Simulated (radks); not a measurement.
Results of a calculation; reference values are marked as such.
Removal energies from the tantalum ion Ta11+, [Kr] 4d10 4f(5/2: 6, 7/2: 6) 5s2 5p(1/2: 2, 3/2: 0), by Delta-SCF beside the eigenvalue of the level emptied. Code: a radial shooting solver on a logarithmic mesh with Libxc functionals. Model: Dirac Kohn-Sham, relativistic LDA (MacDonald-Vosko exchange, VWN5 correlation), spin-unpolarised, spherical densities, finite nucleus; Fermi nuclear charge, rms radius of each element as measured or else 0.836 A^(1/3) + 0.57 fm. Sub-shells are occupied by j as written (lower j first in brackets).

| removed from | final configuration | Delta-SCF (eV) | -eigenvalue (eV) |
|---|---|---|---|
| 5p1/2 | [Kr] 4d10 4f(5/2: 6, 7/2: 6) 5s2 5p(1/2: 1, 3/2: 0) | 232.01 | 221.47 |
| 4f7/2 | [Kr] 4d10 4f(5/2: 6, 7/2: 5) 5s2 5p(1/2: 2, 3/2: 0) | 240.32 | 223.87 |
| 4f5/2 | [Kr] 4d10 4f(5/2: 5, 7/2: 6) 5s2 5p(1/2: 2, 3/2: 0) | 242.70 | 226.14 |
| 5s1/2 | [Kr] 4d10 4f(5/2: 6, 7/2: 6) 5s1 5p(1/2: 2, 3/2: 0) | 263.88 | 252.80 |
